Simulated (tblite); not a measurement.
Parent: `[CH3:1][CH:2]([CH3:3])[N:4]1[NH:5][CH2:6][CH2:7][C@H:8]1[CH3:9]` with C1–C2–N4–N5 -167°, C2–N4–N5–C6 -99°, N4–N5–C6–C7 -37°, N5–C6–C7–C8 31°, C6–C7–C8–C9 -135°, C7H16N2.

The geometries are computed with GFN2-xTB (gas phase). One conformer each, not checked by frequencies here.

```csv
coordinate of the parent,value
C1–C2,1.528 Å
C2–C3,1.526 Å
C2–N4,1.462 Å
N4–N5,1.425 Å
N5–C6,1.457 Å
C6–C7,1.533 Å
C7–C8,1.544 Å
C8–C9,1.526 Å
N4–C8,1.476 Å
C1–C2–C3,109.4°
C1–C2–N4,109.1°
C3–C2–N4,109.3°
C2–N4–N5,111.7°
C2–N4–C8,114.5°
N5–N4–C8,108.2°
N4–N5–C6,106.5°
N5–C6–C7,104.1°
C6–C7–C8,102.3°
C7–C8–C9,112.5°
N4–C8–C7,106.1°
N4–C8–C9,110.0°
```

Task: How does the shared frame change in `[CH3:1][C@H:2]1[CH2:3][CH2:4][NH:5][N:6]1[CH3:7]` with C1–C2–C3–C4 116°, C2–C3–C4–N5 -16°, C3–C4–N5–N6 31°, C4–N5–N6–C7 91°, C5H12N2? Atoms pair as C2 = C7, N4 = N6, N5 = N5, C6 = C4, C7 = C3, C8 = C2, C9 = C1 (parent first).

Result: 
```
  parent  relative  value in the relative  change
   C2–N4     C7–N6                1.449 Å  -0.013
   N4–N5     N6–N5                1.421 Å  -0.004
   N5–C6     N5–C4                1.462 Å  +0.005
   C6–C7     C4–C3                1.541 Å  +0.008
   C7–C8     C3–C2                1.548 Å  +0.004
   C8–C9     C2–C1                1.527 Å  +0.001
   N4–C8     N6–C2                1.472 Å  -0.004
C2–N4–N5  C7–N6–N5                 110.4°    -1.3
C2–N4–C8  C7–N6–C2                 113.7°    -0.8
N5–N4–C8  N5–N6–C2                 107.3°    -0.9
N4–N5–C6  N6–N5–C4                 106.8°    +0.3
N5–C6–C7  N5–C4–C3                 105.6°    +1.5
C6–C7–C8  C4–C3–C2                 103.3°    +1.0
C7–C8–C9  C3–C2–C1                 112.2°    -0.3
N4–C8–C7  N6–C2–C3                 106.1°     0.0
N4–C8–C9  N6–C2–C1                 109.2°    -0.8
```

Of the parent's bonds, C2–N4 changes most (-0.013 Å). Point group C1 → C1.
